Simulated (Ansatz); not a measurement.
Process, species as SMILES: OB(O)F [fluoroboronic acid] → [O]B(O)F + H atom (the H-O bond at the site shown breaks; other sites are not compared here)
Structures are relaxed separately at B3LYP-D3(BJ)/def2-TZVP in Ansatz (a program for electronic structure), one conformer each, not searched for the lowest. Frequencies are from Ansatz.

Wanted: bond dissociation energy (enthalpy at 298 K, with B3LYP-D3(BJ) rigid-rotor harmonic-oscillator terms), in eV. Valence correlation only, unless marked. Open shells are spin-unrestricted. No spin-orbit coupling. Non-relativistic. CBS marks a two-point X^-3 extrapolation of the correlation energy; Hartree-Fock from the larger set. The bracket is a focal-point correction in the basis named.

```
level                                                     program  bond dissociation energy (eV)  minus last row
-------------------------------------------------  --------------  -----------------------------  --------------
HF/aug-cc-pVDZ                                             Ansatz                           3.64           -1.59
PBE0/STO-3G                                                Ansatz                           4.82           -0.41
PBE0/6-31G*                                                Ansatz                           4.75           -0.48
PBE0-D3(BJ)/def2-TZVPD                             Ansatz + dftd3                           4.96           -0.27
r2SCAN0/def2-TZVPD                                         Ansatz                           4.90           -0.33
RI-MP2/aug-cc-pVTZ                                         Ansatz                           5.34            0.11
SCS-MP2/6-31G*                                             Ansatz                           4.65           -0.58
CCSD(T)/6-31G                                              Ansatz                           4.35           -0.88
RI-MP2/CBS(cc-pVTZ,cc-pVQZ)+[CCSD(T)-MP2]/cc-pVDZ          Ansatz                           5.28            0.05
CCSD(T)/CBS(cc-pVTZ,cc-pVQZ)                               Ansatz                           5.23            0.00
```
